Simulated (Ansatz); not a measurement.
Relaxation of BH₄NO₂ (8 atoms, charge 0, multiplicity 1), to a largest force component of 0.02 eV/Å in at most 40 steps.

The calculation used RKS B3LYP-D4/6-31G* (Ansatz 0.2.0).

```xyz
8
Properties=species:S:1:pos:R:3:forces:R:3
B 0.000 0.000 0.000 0.00 -0.25 2.59
N 0.000 0.000 1.550 0.04 -0.11 -2.28
H -0.877 -0.271 2.080 1.81 0.92 -0.67
H 0.877 0.271 2.080 -1.81 -0.81 -0.75
O 1.221 0.000 -0.705 -0.11 -1.33 0.37
H 1.521 -0.952 -0.860 -0.55 1.80 0.26
O -1.221 0.000 -0.705 -0.05 -1.92 0.73
H -1.731 -0.847 -0.496 0.67 1.71 -0.25
```

Problem. Where does it end, and by what steps?

Solution. It converged. The force dipped under the threshold on the way, but the program's further checks kept it going. After 11 steps the energy has fallen by 1.277 eV; H6 moved furthest, 0.74 Å.

```tsv
step	energy less start (eV)	largest force component (eV/Å)	accepted
0	0.0000	2.594	yes
1	-0.5783	1.515	yes
2	-0.7554	1.987	yes
3	-0.9871	1.292	yes
4	-1.1717	0.541	yes
5	-1.2608	0.307	yes
6	-1.2704	0.148	yes
7	-1.2766	0.044	yes
8	-1.2770	0.010	yes
9	-1.2770	0.064	yes
10	-1.2771	0.035	yes
11	-1.2771	0.001	yes
```

```xyz
8
Properties=species:S:1:pos:R:3
B 0.100 -0.260 0.125
N -0.062 -0.008 1.511
H -0.941 0.003 2.002
H 0.737 0.182 2.097
O 1.373 -0.239 -0.398
H 1.342 -0.425 -1.347
O -0.949 -0.527 -0.740
H -1.811 -0.525 -0.305
```

Whether the end is a true minimum wasn't checked by a vibrational analysis.

Time of the run: 26 s on 1 thread of Arm Neoverse V2, on a shared host, peak memory 0.14 GiB.
